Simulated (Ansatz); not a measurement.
Consider the redistribution: `[NH2][AlH][BH]F` + `F[SiH]([SiH3])Cl` → `[NH2][AlH][SiH]([SiH3])Cl` + `FBF`.

Gas-phase electronic energies from Ansatz, PBE0-D4/def2-TZVP geometries. CCSD(T)/CBS is the MP2 limit (def2-TZVPP, def2-QZVPP) plus CCSD(T) − MP2 in def2-TZVPP, frozen cores. This one scheme is used for every species. Functionals use def2-TZVPP. Each species was taken in one conformer, which may not be the lowest.

```json
{"level": "B2PLYP", "ΔE (eV)": "-0.83"}
{"level": "CCSD(T)/def2-TZVPP", "ΔE (eV)": "-0.88"}
```

(1) What does CCSD(T)/CBS give? (Best estimate.)

Largest T1 diagnostic among the species: 0.014.

Results:

(1) The calculation gave: -0.83 eV. The listed levels differ from it by 0.00, -0.05 eV.

In def2-TZVPP, CCSD(T) changes the Hartree–Fock value by −0.10 eV (the triples alone add −0.03 eV) and MP2 by −0.12 eV. The D4 term adds −0.07 eV with B3LYP and −0.04 eV with PBE0; it sums over pairs of atoms, weighted by their polarisabilities, and B3LYP, whose exchange is more repulsive, gets the larger term.

B3LYP here is the variant with VWN-RPA as its local correlation; programs differ in this.
